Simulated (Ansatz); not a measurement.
A short molecular-dynamics run on ClF$_{2}$Sn, SMILES `[F][Sn]([F])[Cl]` radical.

```yaml
crystal:
  periodic: [false, false, false]
  atoms:
    - {symbol: F, position_ang: [-0.930353, -0.513250, 1.457411]}
    - {symbol: Sn, position_ang: [0.240047, 0.444747, 0.288503]}
    - {symbol: F, position_ang: [1.640951, -0.807439, -0.062823]}
    - {symbol: Cl, position_ang: [-0.895146, 0.815543, -1.703392]}
basis:
  gaussian: {orbitals: def2-SVP}
magnetization: {spin_polarized: false, initial_magnetization: 1}
hamiltonian: {xc: {name: r2SCAN}}
md: {timestep: 2 fs, n_steps: 20, ensemble: nvt_langevin, temperature: 300, initial_velocities: maxwell_boltzmann, friction: 0.01, seed: 983}
```

```sh
$ ansatz run in.yaml --threads 4 --pin off --events-out ev --progress --plain --max-ram 10444MiB
```

| step | time (fs) | potential energy (eV) | kinetic (eV) | T (K) | conserved (eV) |
| --- | --- | --- | --- | --- | --- |
| 0 | 0.0 | -23780.5545 | 0.1163 | 225 | – |
| 1 | 2.0 | -23780.5422 | 0.0911 | 176 | – |
| 2 | 4.0 | -23780.5305 | 0.0777 | 150 | – |
| 3 | 6.0 | -23780.5212 | 0.0770 | 149 | – |
| 4 | 8.0 | -23780.5143 | 0.0716 | 139 | – |
| 5 | 10.0 | -23780.5096 | 0.0737 | 143 | – |
| 6 | 12.0 | -23780.5078 | 0.0790 | 153 | – |
| 7 | 14.0 | -23780.5078 | 0.1049 | 203 | – |
| 8 | 16.0 | -23780.5086 | 0.0797 | 154 | – |
| 9 | 18.0 | -23780.5113 | 0.0928 | 179 | – |
| 10 | 20.0 | -23780.5150 | 0.1042 | 202 | – |
| 11 | 22.0 | -23780.5207 | 0.1298 | 251 | – |
| 12 | 24.0 | -23780.5265 | 0.1589 | 307 | – |
| 13 | 26.0 | -23780.5299 | 0.1589 | 307 | – |
| 14 | 28.0 | -23780.5308 | 0.1469 | 284 | – |
| 15 | 30.0 | -23780.5301 | 0.1274 | 246 | – |
| 16 | 32.0 | -23780.5319 | 0.1278 | 247 | – |
| 17 | 34.0 | -23780.5369 | 0.1414 | 273 | – |
| 18 | 36.0 | -23780.5429 | 0.1506 | 291 | – |
| 19 | 38.0 | -23780.5489 | 0.1683 | 325 | – |
| 20 | 40.0 | -23780.5560 | 0.1936 | 374 | – |

Velocities are drawn at the set temperature; a run this short doesn't reach equilibrium.

Frames (Å, forces in eV/Å):

```xyz
4
time=0.0 fs
F    -0.930   -0.513    1.457   -0.455   -0.396    0.439
Sn    0.240    0.445    0.289    0.221    0.830    0.214
F     1.641   -0.807   -0.063    0.527   -0.508   -0.142
Cl   -0.895    0.816   -1.703   -0.293    0.074   -0.511
4
time=2.0 fs
F    -0.921   -0.513    1.457   -0.607   -0.528    0.583
Sn    0.237    0.443    0.288    0.530    0.881    0.186
F     1.647   -0.803   -0.070    0.455   -0.448   -0.124
Cl   -0.892    0.816   -1.696   -0.378    0.094   -0.645
4
time=4.0 fs
F    -0.913   -0.514    1.459   -0.691   -0.604    0.664
Sn    0.234    0.442    0.287    0.758    0.888    0.224
F     1.652   -0.799   -0.076    0.394   -0.399   -0.110
Cl   -0.889    0.816   -1.687   -0.461    0.115   -0.778
4
time=6.0 fs
F    -0.906   -0.516    1.465   -0.711   -0.626    0.680
Sn    0.233    0.440    0.287    0.905    0.853    0.323
F     1.656   -0.796   -0.082    0.346   -0.361   -0.099
Cl   -0.887    0.816   -1.680   -0.540    0.134   -0.904
4
time=8.0 fs
F    -0.899   -0.519    1.472   -0.710   -0.631    0.675
Sn    0.231    0.439    0.287    1.049    0.778    0.413
F     1.662   -0.792   -0.088    0.268   -0.297   -0.079
Cl   -0.884    0.816   -1.674   -0.608    0.150   -1.010
4
time=10.0 fs
F    -0.894   -0.523    1.479   -0.688   -0.618    0.648
Sn    0.228    0.437    0.287    1.180    0.673    0.495
F     1.669   -0.790   -0.095    0.170   -0.217   -0.052
Cl   -0.882    0.815   -1.670   -0.662    0.162   -1.092
4
time=12.0 fs
F    -0.890   -0.527    1.488   -0.624   -0.568    0.577
Sn    0.226    0.436    0.286    1.280    0.517    0.602
F     1.675   -0.789   -0.104    0.053   -0.122   -0.019
Cl   -0.882    0.815   -1.665   -0.709    0.173   -1.159
4
time=14.0 fs
F    -0.887   -0.532    1.499   -0.512   -0.474    0.454
Sn    0.225    0.435    0.286    1.342    0.305    0.743
F     1.682   -0.788   -0.115   -0.079   -0.013    0.020
Cl   -0.883    0.816   -1.661   -0.750    0.182   -1.216
4
time=16.0 fs
F    -0.885   -0.536    1.511   -0.391   -0.370    0.319
Sn    0.224    0.434    0.285    1.347    0.112    0.875
F     1.687   -0.790   -0.125   -0.181    0.070    0.051
Cl   -0.887    0.815   -1.658   -0.775    0.187   -1.244
4
time=18.0 fs
F    -0.884   -0.541    1.524   -0.257   -0.253    0.169
Sn    0.223    0.433    0.285    1.300   -0.069    0.991
F     1.690   -0.791   -0.133   -0.264    0.138    0.075
Cl   -0.892    0.814   -1.655   -0.778    0.184   -1.236
4
time=20.0 fs
F    -0.884   -0.547    1.538   -0.101   -0.115   -0.007
Sn    0.223    0.432    0.285    1.212   -0.270    1.096
F     1.695   -0.792   -0.141   -0.352    0.210    0.103
Cl   -0.898    0.812   -1.655   -0.759    0.175   -1.192
4
time=22.0 fs
F    -0.884   -0.552    1.550    0.042    0.013   -0.167
Sn    0.223    0.432    0.284    1.096   -0.450    1.122
F     1.699   -0.793   -0.149   -0.433    0.281    0.132
Cl   -0.907    0.809   -1.658   -0.704    0.155   -1.087
4
time=24.0 fs
F    -0.881   -0.556    1.562    0.163    0.126   -0.305
Sn    0.224    0.434    0.284    0.977   -0.612    1.076
F     1.703   -0.794   -0.158   -0.518    0.358    0.164
Cl   -0.918    0.804   -1.664   -0.622    0.128   -0.935
4
time=26.0 fs
F    -0.878   -0.560    1.575    0.276    0.233   -0.436
Sn    0.226    0.436    0.285    0.847   -0.763    1.003
F     1.707   -0.794   -0.166   -0.597    0.432    0.197
Cl   -0.928    0.800   -1.671   -0.526    0.098   -0.763
4
time=28.0 fs
F    -0.873   -0.564    1.586    0.362    0.320   -0.540
Sn    0.227    0.439    0.286    0.729   -0.883    0.905
F     1.711   -0.792   -0.174   -0.663    0.494    0.227
Cl   -0.938    0.797   -1.679   -0.429    0.070   -0.591
4
time=30.0 fs
F    -0.868   -0.567    1.595    0.419    0.379   -0.610
Sn    0.227    0.442    0.287    0.638   -0.967    0.798
F     1.713   -0.790   -0.181   -0.714    0.542    0.252
Cl   -0.947    0.794   -1.687   -0.343    0.046   -0.440
4
time=32.0 fs
F    -0.863   -0.569    1.601    0.454    0.418   -0.653
Sn    0.227    0.446    0.288    0.521   -0.994    0.677
F     1.714   -0.785   -0.188   -0.721    0.553    0.264
Cl   -0.957    0.791   -1.695   -0.255    0.024   -0.287
4
time=34.0 fs
F    -0.857   -0.571    1.605    0.464    0.430   -0.662
Sn    0.228    0.448    0.290    0.388   -0.962    0.523
F     1.712   -0.778   -0.195   -0.689    0.530    0.267
Cl   -0.966    0.788   -1.703   -0.162    0.002   -0.128
4
time=36.0 fs
F    -0.849   -0.573    1.606    0.436    0.406   -0.626
Sn    0.229    0.450    0.292    0.288   -0.890    0.333
F     1.710   -0.770   -0.202   -0.651    0.501    0.268
Cl   -0.977    0.784   -1.712   -0.073   -0.017    0.025
4
time=38.0 fs
F    -0.838   -0.574    1.606    0.385    0.363   -0.565
Sn    0.228    0.452    0.294    0.209   -0.789    0.142
F     1.707   -0.762   -0.209   -0.599    0.460    0.263
Cl   -0.987    0.781   -1.721    0.005   -0.034    0.160
4
time=40.0 fs
F    -0.826   -0.577    1.606    0.325    0.310   -0.493
Sn    0.228    0.454    0.294    0.081   -0.625   -0.013
F     1.702   -0.751   -0.214   -0.479    0.362    0.232
Cl   -0.998    0.776   -1.728    0.072   -0.047    0.275
```

Hardware: 4 threads of an Intel Xeon Platinum 8488C on a shared host. Wall time 25 s, peak host memory 0.33 GiB.
